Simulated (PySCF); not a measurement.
Geometry:
| atom | x (Å) | y (Å) | z (Å) |
| --- | --- | --- | --- |
| C1 | -3.528 | -0.650 | 0.719 |
| C2 | -2.597 | 0.063 | 0.081 |
| C3 | -1.374 | -0.514 | -0.547 |
| As4 | 0.246 | 0.061 | 0.400 |
| Al5 | 0.637 | 2.597 | 0.287 |
| C6 | 1.649 | -0.988 | -0.462 |
| C7 | 2.998 | -0.815 | 0.216 |
| H8 | -3.457 | -1.740 | 0.807 |
| H9 | -4.399 | -0.169 | 1.171 |
| H10 | -2.702 | 1.153 | 0.021 |
| H11 | -1.399 | -1.614 | -0.567 |
| H12 | -1.241 | -0.148 | -1.578 |
| H13 | 0.073 | -0.689 | 1.703 |
| H14 | -0.769 | 3.134 | 0.840 |
| H15 | 0.829 | 2.557 | -1.314 |
| H16 | 1.952 | 2.769 | 1.186 |
| H17 | 1.330 | -2.042 | -0.481 |
| H18 | 1.679 | -0.631 | -1.503 |
| H19 | 3.776 | -1.381 | -0.319 |
| H20 | 3.307 | 0.242 | 0.237 |
| H21 | 2.982 | -1.177 | 1.256 |

Geometry: PBE0-D3(BJ)/def2-SVP; GIAO shifts from PySCF 2.14, gas phase, non-relativistic, averaged over equivalent atoms.

At PBE0/pcSseg-1 (220 basis functions, 51 s wall time on 1 thread of an x86-64 server CPU, shared host):
| atoms | δ (ppm) |
| --- | --- |
| C2 | 141.3 |
| C1 | 125.8 |
| C3 | 31.4 |
| C6 | 19.8 |
| C7 | 11.8 |
| As4 | 499.8 |
| Al5 | 30.2 |
| H10 | 6.32 |
| H8 | 5.45 |
| H9 | 5.42 |
| H14/H15/H16 | 3.86 |
| H13 | 3.82 |
| H11 | 2.47 |
| H12 | 2.36 |
| H17 | 1.79 |
| H18 | 1.48 |
| H19/H20/H21 | 1.30 |

Chemical shifts δ = σref − σ; TMS for $^{13}$C (184.41 ppm) and $^{1}$H (31.27 ppm); $^{75}$As (1910.42 ppm) against AsH3; AlH4- for $^{27}$Al (489.28 ppm), all at this level.

Q: Estimate the result of repeating the calculation with KT2/pcSseg-1.

A: 
```json
{"atoms": "C2", "δ at KT2/pcSseg-1": "131.8", "change": "-9.5"}
{"atoms": "C1", "δ at KT2/pcSseg-1": "115.8", "change": "-10.0"}
{"atoms": "C3", "δ at KT2/pcSseg-1": "33.6", "change": "+2.2"}
{"atoms": "C6", "δ at KT2/pcSseg-1": "22.4", "change": "+2.6"}
{"atoms": "C7", "δ at KT2/pcSseg-1": "13.0", "change": "+1.2"}
{"atoms": "As4", "δ at KT2/pcSseg-1": "515.8", "change": "+16.0"}
{"atoms": "Al5", "δ at KT2/pcSseg-1": "33.2", "change": "+3.0"}
{"atoms": "H10", "δ at KT2/pcSseg-1": "6.18", "change": "-0.14"}
{"atoms": "H8", "δ at KT2/pcSseg-1": "5.24", "change": "-0.21"}
{"atoms": "H9", "δ at KT2/pcSseg-1": "5.18", "change": "-0.24"}
{"atoms": "H14/H15/H16", "δ at KT2/pcSseg-1": "3.96", "change": "+0.10"}
{"atoms": "H13", "δ at KT2/pcSseg-1": "3.87", "change": "+0.05"}
{"atoms": "H11", "δ at KT2/pcSseg-1": "2.55", "change": "+0.08"}
{"atoms": "H12", "δ at KT2/pcSseg-1": "2.47", "change": "+0.11"}
{"atoms": "H17", "δ at KT2/pcSseg-1": "1.97", "change": "+0.18"}
{"atoms": "H18", "δ at KT2/pcSseg-1": "1.55", "change": "+0.07"}
{"atoms": "H19/H20/H21", "δ at KT2/pcSseg-1": "1.32", "change": "+0.02"}
```

Shifts are taken against calculated references (same method and geometry level): $^{13}$C (σ = 183.22 ppm) and $^{1}$H (σ = 31.18 ppm) vs TMS; $^{75}$As (σ = 1919.92 ppm) against AsH3; $^{27}$Al (σ = 497.73 ppm) against AlH4-.

The largest change is at As4 (arsenic bonded to 2 C, Al, H). Cost: 220 basis functions, 69 s wall time on 1 thread of an x86-64 server CPU, shared host. The order of the carbon signals is the same at both levels.

Relativistic effects, spin–orbit coupling among them, are left out; they matter for As and for the light atoms bonded to it.
